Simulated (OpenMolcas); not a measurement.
**d9 ions of charge +2 down a group with 6 water ligands in octahedral coordination**

```
Program             : OpenMolcas 26.06
Method              : SS-CASPT2, IPEA 0.25 Eh, imaginary shift 0.1 Eh
Spin-orbit coupling : state interaction with AMFI integrals over the reference wave functions
```

The d shell is active; CASPT2 correlates the ligand valence shells and the outer metal core. Anionic complexes are neutralised by point charges behind the ligands. Distances were set from a Shannon-type radius of the metal (high-spin where two are listed) plus a fixed donor radius (H2O 1.36 Å). Ligand basis ANO-RCC-VDZP, DKH2 Hamiltonian. States (labels of O, taken over from Oh, the nearest higher group). Energies in cm-1 above the lowest state or level, χT in cm3 K/mol; 10Dq is the gap between the two states. Spin-only χT is S(S+1) / 2 for the spin of the ground state.

| Ion | Shell | R (Å) | Metal basis | Ground state | First state of that spin | 10Dq | First gap with spin-orbit (degeneracies) | χT at 300 K | Spin-only χT |
| --- | --- | --- | --- | --- | --- | --- | --- | --- | --- |
| Cu2+ | 3d9 | 2.09 | ANO-RCC-VTZP | 2E | 2T2 6900 | 6903 | 6230 (4, 2) | 0.587 | 0.375 |
| Ag2+ | 4d9 | 2.3 | ANO-RCC-VDZP | 2E | 2T2 9890 | 9895 | 8560 (4, 2) | 0.632 | 0.375 |

The rows also differ in their metal basis, so part of each step comes from that.

|10Dq| changes by a factor of 9895 / 6903 = 1.43 from Cu2+ to Ag2+.

χT departs most from the spin-only value for Ag2+, by +0.257 cm3 K/mol.

Roots that are degenerate in the reference are averaged as groups; the widest CASPT2 spread within a group is 100 cm-1 (the 3-fold group of multiplicity 2 near 9890 cm-1 above the lowest state of its run, Ag2+). Shifts and gaps below about the spread of the groups concerned are not significant. Over all roots computed the reference weight is 0.70 in Cu2+, 0.70 in Ag2+; a low but even weight reflects the number of correlated electrons. An orbital doublet at a regular site is open to a Jahn-Teller distortion, which this geometry leaves out. Ligand-to-metal charge-transfer states are missing. Free-ion shares, where given, are those of the reference states; single-state CASPT2 does not remix them. A single d shell leaves out the double-shell effect, which counts most for late 3d ions, where the CASPT2 field can be off either way by tens of per cent (holds for Cu2+). With one d shell and no ligand orbital active, 10Dq can be off by tens of per cent for divalent 3d ions, low with halides held by bare charges and at times high in hosts, and the orbital part of g and χT goes as 1/10Dq (holds for Cu2+). With one d shell and no ligand orbital active, 10Dq can be off by a tenth or more (holds for Ag2+). No measured value stands beside these numbers; the geometry is a model, was not optimised and need not be the one that this ion takes.
